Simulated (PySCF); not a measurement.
**Dipole moment and polarisability of `CO[SiH2]C`**

Species: C2H8OSi.
Geometry (PBE0-D3(BJ)/def2-SVP, Å), atoms numbered from 1 in this order:
```xyz
12
C2H8OSi angstrom
C      2.0084   -0.1561    0.2214
O      0.6288   -0.3679    0.1620
Si    -0.5048    0.8407   -0.0165
C     -2.1793    0.0266   -0.0500
H      2.3981    0.3201   -0.6983
H      2.2971    0.4798    1.0797
H      2.5141   -1.1272    0.3371
H     -0.2460    1.5985   -1.2851
H     -0.3984    1.8124    1.1214
H     -2.9734    0.7819   -0.1578
H     -2.2528   -0.6757   -0.8939
H     -2.3575   -0.5326    0.8808
```

Level: CAM-B3LYP/def2-SVPD (PySCF), static field, nuclei fixed, core orbitals frozen in the response. The polarisability tensor in these axes (au):

```
x   65.74  0.21  0.81
y    0.21 53.64 -0.12
z    0.81 -0.12 52.06
```

Q: Give the principal values, the mean and the anisotropy Δα = √{½[(α1 − α2)² + (α2 − α3)² + (α1 − α3)²]}.

A: Principal values 52.00, 53.65 and 65.80 au; mean 57.15 au = 8.47 Å³ = 9.42 × 10⁻⁴⁰ C²·m²/J; Δα = 13.05 au (23 % of the mean).

Q: What is the dipole moment, and where does it point?

A: (0.15, 0.34, -0.03) D, 0.37 D in size, pointing from the negative to the positive side. Measured along this direction, the outermost atoms are H12 and H11 at the negative end and H8 and H9 at the positive end.

Q: Rayleigh depolarisation ratio (linearly polarised light, static tensor)?

A: ρ = 3Δα²/(45ᾱ² + 4Δα²) = 510.6/(146972 + 680.8) = 0.00346.

Q: How large is μ²/3kT at 500 K beside α?

A: In Gaussian units μ²/3kT = 0.68 Å³ against 8.47 Å³, a ratio of 0.08; the Debye molar polarisation (4π/3)N_A(α + μ²/3kT) is 23.1 cm³/mol, leaving out the vibrational part.

Q: What would n − 1 = 2πNα be for an ideal gas of these molecules at 298.15 K and 1 atm, electronic part alone?

A: N = p/kT = 2.4615 × 10¹⁹ cm⁻³, so n − 1 = 2π × N × 8.47 × 10⁻²⁴ cm³ = 1310 × 10⁻⁶ at long wavelengths, for an ideal gas.

Isolated species at its PBE0-D3(BJ)/def2-SVP geometry (one conformer only).
